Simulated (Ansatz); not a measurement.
The same redistribution along the group B, Al, Ga, In.

Program: Ansatz. Geometries: PBE0-D4/def2-TZVP. ΔE: electronic, gas phase. CCSD(T)/CBS adds triple-zeta CCSD(T) − MP2 to the extrapolated MP2 energy (def2 sets, frozen cores). This one scheme is used for every species. DFT in def2-TZVPP. Elements past krypton have def2 core potentials. For Ga, In, Sn outer-core shells are correlated without core-valence functions, which leaves a few kJ/mol of doubt a bond. Scalar relativity is left out up to krypton. Each species was taken in one conformer, which may not be the lowest.

```tsv
reaction	CCSD(T)/CBS(def2) (eV)
`CB(O)O` + `[SH][Sn]([Cl])([Cl])[Cl]` → `OB(O)S` + `[CH3][Sn]([Cl])([Cl])[Cl]`	-0.05
`[CH3][Al]([OH])[OH]` + `[SH][Sn]([Cl])([Cl])[Cl]` → `[OH][Al]([OH])[SH]` + `[CH3][Sn]([Cl])([Cl])[Cl]`	?
`[CH3][Ga]([OH])[OH]` + `[SH][Sn]([Cl])([Cl])[Cl]` → `[OH][Ga]([OH])[SH]` + `[CH3][Sn]([Cl])([Cl])[Cl]`	-0.35
`[CH3][In]([OH])[OH]` + `[SH][Sn]([Cl])([Cl])[Cl]` → `[OH][In]([OH])[SH]` + `[CH3][Sn]([Cl])([Cl])[Cl]`	-0.43
```

Fill in the missing values. (Best estimate.)

Ansatz gave: `[CH3][Al]([OH])[OH]` + `[SH][Sn]([Cl])([Cl])[Cl]` → `[OH][Al]([OH])[SH]` + `[CH3][Sn]([Cl])([Cl])[Cl]`: -0.55 eV.

Largest T1 diagnostic: 0.016, for `[OH][In]([OH])[SH]`.
